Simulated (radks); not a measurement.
Species: the gallium ion Ga+. Configuration: [Ar] 3d10 4s2 (the NIST ground configuration). Method: Dirac Kohn-Sham, PBEsol, spin-unpolarised, spherical densities, point nucleus; computed with a radial shooting solver on a logarithmic mesh with Libxc functionals. Some entries of the table are withheld. Estimate them.

orbital  occ.  eigenvalue (hartree)  <r^2> (bohr^2)
1s1/2       2             -375.8206        0.003182
2s1/2       2                   (1)         0.05599
2p1/2       2             -41.33053         0.04360
2p3/2       4             -40.31556         0.04511
3s1/2       2              -5.73440          0.4916
3p1/2       2              -4.02075          0.5336
3p3/2       4              -3.88745          0.5509
3d3/2       4                   (2)          0.8452
3d5/2       6                   (3)          0.8589
4s1/2       2              -0.60126           5.613
4p1/2       0              -0.33694           9.211
4p3/2       0              -0.33055           9.470

Answer. 
(1) 2s1/2 eigenvalue (hartree): -46.63572
(2) 3d3/2 eigenvalue (hartree): -1.01914
(3) 3d5/2 eigenvalue (hartree): -1.00214
